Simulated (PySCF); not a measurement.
C7H15B.
Numbering: `[CH3:1][C@@H:2]1[BH:3][CH2:4][CH2:5][CH2:6][C@H:7]1[CH3:8]` (hydrogens: H9, H10, H11 on C1; H12 on C2; H13 on B3; H14, H15 on C4; H16, H17 on C5; H18, H19 on C6; H20 on C7; H21, H22, H23 on C8)

The calculation used PBE0-D3(BJ)/def2-SVP geometry optimisation, gas phase in PySCF 2.14.0.

Problem. What internal coordinates does the optimisation give?

Solution. 
```csv
bond,length (bohr),order
C1–C2,2.888,single
C2–B3,2.964,single
B3–C4,2.953,single
C4–C5,2.887,single
C5–C6,2.879,single
C6–C7,2.892,single
C7–C8,2.882,single
C2–C7,2.913,single
"C1–H9, C1–H10, C1–H11",2.081,single
C2–H12,2.118,single
B3–H13,2.299,single
C4–H14,2.103,single
C4–H15,2.084,single
C5–H16,2.084,single
C5–H17,2.088,single
C6–H18,2.093,single
C6–H19,2.084,single
C7–H20,2.094,single
"C8–H21, C8–H22, C8–H23",2.082,single
```

Bonds in one row agree within 0.02 bohr and their mean is given. Orders are formal, as drawn. A selection of angles:
```csv
angle,degrees
C1–C2–B3,114.6
C1–C2–C7,114.2
B3–C2–C7,114.8
C2–B3–C4,121.0
B3–C4–C5,114.5
C4–C5–C6,111.9
C5–C6–C7,113.5
C6–C7–C8,110.5
C2–C7–C6,111.7
C2–C7–C8,112.7
```

Dihedral angles: C1–C2–B3–C4 -155° (antiperiplanar); C2–B3–C4–C5 21° (synperiplanar); B3–C4–C5–C6 -40° (synclinal); C4–C5–C6–C7 61° (synclinal); C5–C6–C7–C8 175° (antiperiplanar); C1–C2–C7–C6 172° (antiperiplanar).

Of the pairs four or more bonds apart, H9···H23 is among the closest relative to their van der Waals radii: 2.20 Å, 92 % of the sum of Bondi's values. B3 (three-coordinate boron) is planar (angles 121.0°, 119.9° and 118.7°, sum 359.6°, 0.05 Å off the plane of its three neighbours). The 6-membered ring C2–B3–C4–C5–C6–C7 has internal angles of 111.7° to 121.0°; it is puckered, 0.19 Å rms from its mean plane, widest ring torsion 61°.

Point group: C1 (no symmetry element, even within 0.4 Å). No PBE0-D3(BJ)/def2-SVP frequencies stand behind this structure, so it isn't proved a minimum. The numbers are those of one conformer.

On one thread of an Intel Xeon at 2.70 GHz (shared host), this took 3.4 min of wall time and 0.90 GiB of memory at its peak. This is the geometry optimisation.
